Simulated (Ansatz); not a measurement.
Cost and result up the ladder for GeH(OAc)3 (C₆H₁₀GeO₆) (23 atoms). The state is a singlet with charge 0. Geometry: PBE-D4/def2-SVP.

Cartesian coordinates in Å:
```
Ge -0.0126 0.4953 0.4200
H -0.0430 1.6595 1.4040
O -0.9241 0.6734 -1.1823
C -2.1942 1.0092 -0.9032
C -3.0507 1.2123 -2.1239
O -2.5719 1.1320 0.2587
H -4.0897 1.4330 -1.8256
H -3.0159 0.3075 -2.7621
H -2.6425 2.0478 -2.7270
O -0.6904 -1.1382 0.9698
C -0.0712 -1.4825 2.1108
C -0.5439 -2.7897 2.6876
O 0.7926 -0.7603 2.6008
H 0.0316 -3.0330 3.5970
H -0.4326 -3.5942 1.9342
H -1.6237 -2.7199 2.9273
O 1.6288 -0.0647 -0.2301
C 2.2507 1.0012 -0.7600
C 3.6173 0.6955 -1.3111
O 1.7129 2.1052 -0.7651
H 4.0459 1.5960 -1.7829
H 3.5504 -0.1311 -2.0454
H 4.2764 0.3459 -0.4914
```

Ansatz on 2 threads of AMD EPYC 7R13 on a shared host and a share (18 GiB) of an NVIDIA H100 80GB HBM3. Times are rough, and most runs start from the orbitals of an earlier one. PBE0-D4/def2-TZVP serves as the yardstick here, not as an exact answer. Differences are given only for rows in sets of like size (and for xTB, whose basis is part of the method), since another set adds its own error. Binding counts from free atoms at the same level (Ge triplet, H doublet, O triplet, C triplet; other spins of the atoms weren't run), without zero-point energy or a counterpoise term.

B3LYP takes the VWN-RPA correlation. Correlated methods freeze 21 core orbitals; core or outer-core shells of Ge are correlated, in sets that lack core-valence functions. The rows differ in basis, and correlated rows in double-zeta sets carry the largest basis error. Single mean-field runs in def2-TZVP are fitted with def2-universal-jkfit.

Correlated methods converge slowly with the basis, most of all in double-zeta sets.

```json
{"level": "PBE-D4/def2-SVP", "functions": "250", "binding energy per atom (eV)": "4.73", "difference from PBE0-D4/def2-TZVP (eV)": "–"}
{"level": "B3LYP-D4/def2-TZVP", "functions": "480", "binding energy per atom (eV)": "4.49", "difference from PBE0-D4/def2-TZVP (eV)": "-0.03"}
{"level": "r2SCAN-D4/def2-TZVP", "functions": "480", "binding energy per atom (eV)": "4.54", "difference from PBE0-D4/def2-TZVP (eV)": "0.02"}
{"level": "B97M-V/def2-TZVP", "functions": "480", "binding energy per atom (eV)": "4.51", "difference from PBE0-D4/def2-TZVP (eV)": "-0.01"}
{"level": "PBE-D4/def2-TZVP (with forces)", "functions": "480", "binding energy per atom (eV)": "4.67", "difference from PBE0-D4/def2-TZVP (eV)": "0.15"}
{"level": "CCSD(T)/def2-SVP", "functions": "250", "binding energy per atom (eV)": "4.29", "difference from PBE0-D4/def2-TZVP (eV)": "–"}
{"level": "PBE0-D4/def2-TZVP (with forces)", "functions": "480", "binding energy per atom (eV)": "4.52", "difference from PBE0-D4/def2-TZVP (eV)": "0.00"}
{"level": "PBE0-D4/def2-SVP", "functions": "250", "binding energy per atom (eV)": "4.58", "difference from PBE0-D4/def2-TZVP (eV)": "–"}
{"level": "MP2/def2-TZVP", "functions": "480", "binding energy per atom (eV)": "4.49", "difference from PBE0-D4/def2-TZVP (eV)": "-0.03"}
```

(1) Estimate how long each takes.

Results:

(1) r2SCAN-D4/def2-TZVP 4.7 s; B3LYP-D4/def2-TZVP 4.9 s; PBE0-D4/def2-TZVP (with forces) 5 s; PBE-D4/def2-SVP 5.5 s; PBE0-D4/def2-SVP 5.5 s; PBE-D4/def2-TZVP (with forces) 6 s; MP2/def2-TZVP 6 s; B97M-V/def2-TZVP 7.5 s; CCSD(T)/def2-SVP 13 s. On shared hardware such times vary by a factor of up to 3.
